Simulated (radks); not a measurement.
Values are calculated unless marked as measured or tabulated.
Species: Cl3+. Configuration: [He] 2s2 2p5.75 3s2 3p2 4f0.25 (fractional occupations, a model configuration). Code: a radial shooting solver on a logarithmic mesh with Libxc functionals. Model: scalar-relativistic Kohn-Sham, PBE, spin-polarised, spherical densities, point nucleus; open shells are filled with parallel spins first.

X-ray form factor f0, the Fourier transform of the density (f0(0) = 14):

| sin(theta)/lambda (1/angstrom) | f0 (electrons) |
|---|---|
| 0.05 | 13.713 |
| 0.1 | 13.033 |
| 0.15 | 12.187 |
| 0.2 | 11.264 |
| 0.25 | 10.344 |
| 0.3 | 9.500 |
| 0.4 | 8.156 |
| 0.5 | 7.203 |
| 0.6 | 6.454 |
| 0.8 | 5.136 |
| 1 | 3.964 |
| 1.25 | 2.857 |
| 1.5 | 2.155 |
| 2 | 1.502 |
